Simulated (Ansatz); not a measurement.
Basis-set extrapolation for C$_{2}$H$_{5}$FSSi, SMILES `FC1C[SiH2]S1` (PBE0-D4/def2-TZVP geometry, frozen core, Ansatz). Multiplicity 1, RHF reference.

|  | def2-TZVPP | def2-QZVPP |
| --- | --- | --- |
| HF | -864.650556 | -864.678402 |
| MP2 correlation | -0.876645 | -0.947550 |
| CCSD(T) correlation | -0.959136 | not run |

Energies in hartree. Use E(X) = E(∞) + A·exp(−7.88·√X) for Hartree–Fock and E(X) = E(∞) + B·X^(−2.97) for correlation, with X = 3 and 4, and add CCSD(T) minus MP2 of the smaller set to the MP2 limit.

**Question.** What is the CCSD(T) energy at the basis-set limit?

**Answer.** HF limit: -864.678402 + (-0.027846) × 0.13774 = -864.68224. MP2 limit: -0.947550 + (-0.070905) × 0.74074 = -1.00007. Higher-order term: -0.959136 − (-0.876645) = -0.08249. Total: -865.76480 hartree, 97.3 kcal/mol below CCSD(T)/def2-TZVPP.
